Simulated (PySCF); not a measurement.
Predicted microwave data (PySCF, PBE0-D3(BJ)/def2-SVP geometry optimisation, gas phase) for one isomer of C3H7NO2Si:

- Rotational constants: A = 8495, B = 806.8, C = 750.5 MHz
- Dipole components: |μa| = 3.90 D, |μb| = 3.46 D, |μc| = 0.05 D
- Inertial defect: -12.50 u·Å²
- κ: -0.99

Question: Which structure is it? (One computed conformer of each.)
A. `[CH2:1]=[N:2][SiH2:3][O:4][C:5]([CH3:6])=[O:7]` with C1–N2–Si3–O4 -124°, N2–Si3–O4–C5 -177°, Si3–O4–C5–C6 180°
B. `[CH2:1]=[CH:2][O:3][SiH2:4][C:5]([NH2:6])=[O:7]` with C1–C2–O3–Si4 0°, C2–O3–Si4–C5 -179°, O3–Si4–C5–N6 1°
C. `[CH3:1][O:2][SiH2:3][O:4][CH2:5][C:6]#[N:7]` with C1–O2–Si3–O4 177°, O2–Si3–O4–C5 176°, Si3–O4–C5–C6 -178°
D. `[H]/[N:7]=[CH:6]\[SiH2:5][O:4][C:2]([CH3:1])=[O:3]` with C1–C2–O4–Si5 180°, C2–O4–Si5–C6 180°, O4–Si5–C6–N7 180°

Answer: C. It is CO[SiH2]OCC#N, a near-prolate asymmetric top. The candidates at the same level (rigid rotor, commonest isotopes):

```csv
SMILES,A (MHz),B (MHz),C (MHz),μa (D),μb (D),μc (D),Δ (u·Å²),point group,rotor
CO[SiH2]OCC#N,8495,806.8,750.5,3.90,3.46,0.05,-12.50,–,near-prolate asymmetric top
[H]/N=C\[SiH2]OC(C)=O,7112,1002,892.4,1.47,0.89,0.02,-9.23,near Cs,near-prolate asymmetric top
C=CO[SiH2]C(N)=O,6099,1113,951.6,1.93,2.62,0.05,-6.04,–,near-prolate asymmetric top
C=N[SiH2]OC(C)=O,6528,1085,969.5,1.00,1.29,1.07,-21.91,C1,near-prolate asymmetric top
```

`C=N[SiH2]OC(C)=O` has B 34 % too high; `C=CO[SiH2]C(N)=O` has B 38 % too high; `[H]/N=C\[SiH2]OC(C)=O` has B 24 % too high. No structure here is proved a minimum.
